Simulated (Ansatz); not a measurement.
This geometry of CH7GeNOSi (12 atoms, charge 0, multiplicity 1) is a first-order saddle point.

Level of theory: RKS PBE-D4/def2-SVP (Ansatz 0.2.0).

```xyz
12
Properties=species:S:1:pos:R:3
O -1.872 0.701 0.527
C -1.596 -0.356 -0.374
Ge 0.306 -0.129 -0.957
N 1.258 1.041 0.191
Si 2.039 -0.477 0.546
H -2.741 0.524 0.932
H -1.702 -1.365 0.090
H -2.240 -0.340 -1.289
H 0.421 0.281 -2.456
H 0.946 1.851 0.732
H 1.746 -1.194 1.843
H 3.512 -0.593 0.249
```

**Question.** Which two structures does it join? (They come from a converged band through this point; their orientation in space is the band's.)

**Answer.** No bond is made or broken. The dihedral H7–C2–Ge3–Si5 goes from 20 to -126°.

First end point:

```xyz
12
Properties=species:S:1:pos:R:3
O -2.260 1.172 -0.408
C -1.649 -0.096 -0.251
Ge 0.276 0.121 -0.687
N 1.336 0.596 0.805
Si 2.039 -0.940 0.396
H -3.222 1.059 -0.293
H -1.695 -0.493 0.792
H -2.072 -0.878 -0.929
H 0.459 1.045 -1.927
H 1.542 1.433 1.353
H 1.895 -2.078 1.378
H 3.428 -0.996 -0.195
```

Last end point:

```xyz
12
Properties=species:S:1:pos:R:3
O -1.697 -0.704 0.859
C -1.652 -0.133 -0.432
Ge 0.263 0.079 -0.927
N 1.267 1.100 0.306
Si 1.985 -0.469 0.528
H -2.631 -0.754 1.133
H -2.137 -0.760 -1.222
H -2.120 0.882 -0.488
H 0.389 0.582 -2.400
H 1.237 2.016 0.756
H 1.749 -1.228 1.810
H 3.423 -0.665 0.111
```

**Question.** How far does it lie above each of them?

**Answer.** 1.7 kcal/mol above the first and 1.3 kcal/mol above the second. This is the barrier of this one path; another mechanism may lie lower.

Time of the run: 2.5 min on 2 threads of Arm Neoverse V1 (shared host), peak memory 0.16 GiB.
